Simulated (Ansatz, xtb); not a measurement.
# Relaxing a trial structure of C2H2F2Ga

The starting geometry of this gas-phase doublet was built from a drawn formula by distance geometry; its bonds are those of `[H]/[C]=[CH]/[Ga]([F])[F]`.

```yaml
atoms:
  - { symbol: C, position_ang: [-0.3917, -0.9007, 0.7402] }
  - { symbol: C, position_ang: [0.1346, -0.0478, -0.1733] }
  - { symbol: F, position_ang: [0.9054, -2.9896, -2.0704] }
  - { symbol: F, position_ang: [1.6730, -0.4937, -3.0487] }
  - { symbol: Ga, position_ang: [1.3116, -1.1111, -1.6042] }
  - { symbol: H, position_ang: [-1.0059, -0.4565, 1.4979] }
  - { symbol: H, position_ang: [0.0014, 0.9747, -0.1659] }
```

Task: Where would you expect an optimisation with r2SCAN-D4/def2-SVP to take it?

Result: It keeps its bonds, and is `[H]/[C]=[CH]/[Ga]([F])[F]`. Distances that change by over a tenth: F3–Ga5 (1.98 → 1.74 Å).

The energy falls by 1.85 eV over 9 steps:

```tsv
step	E − E(last) (eV)
1	1.850
2	0.430
3	0.077
4	0.021
5	0.004
6	0.001
7	0.001
8	0.000
9	0.000
```

Final geometry (Å):

```xyz
7

C    -0.4538   -0.8073    0.6954
C     0.1479   -0.1495   -0.2688
F     0.9617   -2.8792   -1.8325
F     1.7973   -0.3757   -3.0405
Ga    0.9655   -1.1406   -1.7088
H    -0.9992   -0.6263    1.6244
H     0.2089    0.9538   -0.2936
```

From the same start GFN2-xTB ends elsewhere, in pieces: C2H2 + F2Ga.

The end wasn't checked by frequencies. Open shells are spin-unrestricted. Run with Ansatz 0.2.0, 55 s on 2 threads of Intel(R) Xeon(R) Platinum 8488C (Sapphire Rapids) (shared host).
